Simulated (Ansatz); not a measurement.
`OB1CO1` + `BO` → `BOB1CO1` + H₂O at 700 K and 1 bar (ligand exchange at a B–O bond).

Computed with Ansatz on PBE0-D4/def2-TZVP structures; ΔE is electronic, products minus reactants. CCSD(T)/CBS is the MP2 limit (def2-TZVPP, def2-QZVPP) plus CCSD(T) − MP2 in def2-TZVPP, frozen cores. This one scheme is used for every species. One conformer a species, not always the lowest.

```
  species  CCSD(T)/CBS energy (Eh)  H − E (kJ/mol)  S (J/(mol·K))
 `OB1CO1`               -215.03899           177.9          344.7
     `BO`               -101.80414           126.4          277.4
`BOB1CO1`               -240.45540           223.0          418.0
      H₂O                -76.37941            80.5          218.4
```

H − E and S are ideal-gas, rigid-rotor, harmonic terms from PBE0-D4/def2-TZVP, for one conformer and one mirror image of each species. 1 Eh = 2625.50 kJ/mol, R = 8.31446 J/(mol·K).

Q: By hand: ΔE, ΔH, ΔS and ΔG.

A: ΔE = (-240.45540) + (-76.37941) − (-215.03899) − (-101.80414) = 0.00832 Eh = 21.8 kJ/mol. Δ(H − E) = 223.0 + 80.5 − 177.9 − 126.4 = -0.8, so ΔH = 21.0 kJ/mol. ΔS = 418.0 + 218.4 − 344.7 − 277.4 = 14.3 J/(mol·K). ΔG = 21.0 − 700 × (14.3)/1000 = 11.0 kJ/mol.

Q: By hand: the equilibrium constant, and the temperature at which ΔG would vanish if ΔH and ΔS stayed fixed.

A: log₁₀ K = −ΔG/(RT ln 10) = -0.8. ΔG = 0 at ΔH/ΔS = 1469 K, though so small a ΔS makes that figure unsure.

TΔS isn't small against ΔH here. A doubt of 5 kJ/mol in ΔE shifts log₁₀ K by 0.4 here. Other conformers and mirror images would add mixing entropy, several J/(mol·K) or more a flexible species. Modes under 60 cm⁻¹, often nearly free rotors, make the harmonic entropy too high. These are equilibria of isolated gas molecules and say nothing of rates. Largest T1 diagnostic: 0.015 (customary marks: 0.02 for closed shells, 0.045 for open ones).
